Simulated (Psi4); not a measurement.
Li2, charge +1, doublet, geometry from GFN2-xTB (such geometries of metal compounds can be far from the true shape) (a state made from the parent by changing its charge; the spin is typed, not shown lowest); PBE/def2-SVP (Psi4 1.11).

Input for Psi4:
```
memory 2 GB

molecule mol {
1 2
Li   -0.000000   -0.000000   -1.370322
Li    0.000000    0.000000    1.370322
}

set {
  basis def2-svp
  reference uks
  scf_type pk
  puream true
  d_convergence 1e-8
  dft_radial_points 99
  dft_spherical_points 590
}

energy('pbe')
print_variables()
```

The log (banner, timings and long lists left out):

```
   => Loading Basis Set <=

    Name: DEF2-SVP
    Role: ORBITAL
    Keyword: BASIS

         ---------------------------------------------------------
                                   SCF
               by Justin Turney, Rob Parrish, Andy Simmonett
                          and Daniel G. A. Smith
                              UKS Reference
         ---------------------------------------------------------

  ==> Geometry <==

    Molecular point group: d2h
    Full point group: D_inf_h

    Geometry (in Angstrom), charge = 1, multiplicity = 2:

       Center              X                  Y                   Z               Mass
    ------------   -----------------  -----------------  -----------------  -----------------
         LI           0.000000000000     0.000000000000    -1.370322000000     7.016003436600
         LI           0.000000000000     0.000000000000     1.370322000000     7.016003436600

  Running in d2h symmetry.

  Rotational constants: A = ************  B =      0.63978  C =      0.63978 [cm^-1]
  Rotational constants: A = ************  B =  19180.15666  C =  19180.15666 [MHz]
  Nuclear repulsion =    1.737764881549738

  Charge       = 1
  Multiplicity = 2
  Electrons    = 5
  Nalpha       = 3
  Nbeta        = 2

  ==> Algorithm <==

  SCF Algorithm Type is PK.
  DIIS enabled.
  MOM disabled.
  Fractional occupation disabled.
  Guess Type is SAD.
  Energy threshold   = 1.00e-06
  Density threshold  = 1.00e-08
  Integral threshold = 1.00e-12

  ==> Primary Basis <==

  Basis Set: DEF2-SVP
    Blend: DEF2-SVP
    Number of shells: 10
    Number of basis functions: 18
    Number of Cartesian functions: 18
    Spherical Harmonics?: true
    Max angular momentum: 1

  ==> DFT Potential <==

   => LibXC <=

    Version 7.1.2
    S. Lehtola, C. Steigemann, M. J. T. Oliveira, and M. A. L. Marques,  SoftwareX 7, 1–5 (2018) (10.1016/j.softx.2017.11.002)

   => Composite Functional: PBE <=

    PBE GGA Exchange-Correlation Functional

    J.P. Perdew et. al., Phys. Rev. Lett., 77(18), 3865-3868, 1996

    Deriv               =              1
    GGA                 =           TRUE
    Meta                =          FALSE

    Exchange Hybrid     =          FALSE
    MP2 Hybrid          =          FALSE

   => Exchange Functionals <=

    1.0000     XC_GGA_X_PBE

   => Correlation Functionals <=

    1.0000     XC_GGA_C_PBE

   => LibXC Density Thresholds  <==

    XC_GGA_C_PBE:  1.00E-12
    XC_GGA_X_PBE:  1.00E-15

[...]
   @S   Expected:                5.000000000E-01
   @S   Observed:                5.000000000E-01

    Orbital Energies [Eh]
    ---------------------

    Alpha Occupied:

[...]
    Alpha Virtual:

[...]
    Beta Occupied:

[...]
    Beta Virtual:

[...]
       5B1u    0.370914

    Final Occupation by Irrep:
             Ag   B1g   B2g   B3g    Au   B1u   B2u   B3u
    DOCC [     1,    0,    0,    0,    0,    1,    0,    0 ]
    SOCC [     1,    0,    0,    0,    0,    0,    0,    0 ]
    NA   [     2,    0,    0,    0,    0,    1,    0,    0 ]
    NB   [     1,    0,    0,    0,    0,    1,    0,    0 ]

  @UKS Final Energy:   -14.74784114465666

   => Energetics <=

    Nuclear Repulsion Energy =              1.7377648815497380
    One-Electron Energy =                 -21.7132612164903733
    Two-Electron Energy =                   8.7320361379228082
    DFT Exchange-Correlation Energy =      -3.5043809476388277
    Empirical Dispersion Energy =           0.0000000000000000
    VV10 Nonlocal Energy =                  0.0000000000000000
    Total Energy =                        -14.7478411446566557

  UHF NO Occupations:
  HONO-2 :    1 Ag 1.9999996
  HONO-1 :    1B1u 1.9999990
  HONO-0 :    2 Ag 1.0000000
  LUNO+0 :    2B1u 0.0000010
  LUNO+1 :    3 Ag 0.0000004
  LUNO+2 :    3B1u 0.0000000
  LUNO+3 :    4B1u 0.0000000

Computation Completed

Properties will be evaluated at   0.000000,   0.000000,   0.000000 [a0]

Properties computed using the SCF density matrix

 Multipole Moments:

 ------------------------------------------------------------------------------------
     Multipole            Electronic (a.u.)      Nuclear  (a.u.)        Total (a.u.)
 ------------------------------------------------------------------------------------

 L = 1.  Multiply by 2.5417464519 to convert [e a0] to [Debye]
 Dipole X            :          0.0000000            0.0000000            0.0000000
 Dipole Y            :          0.0000000            0.0000000            0.0000000
 Dipole Z            :          0.0000000            0.0000000            0.0000000
 Magnitude           :                                                    0.0000000

 ------------------------------------------------------------------------------------

  Variable Map:
  ----------------------------------------------------------------------------
[...]
  Array Variable Map:
  ----------------------------------------------------------------------------
[...]
[...]
```
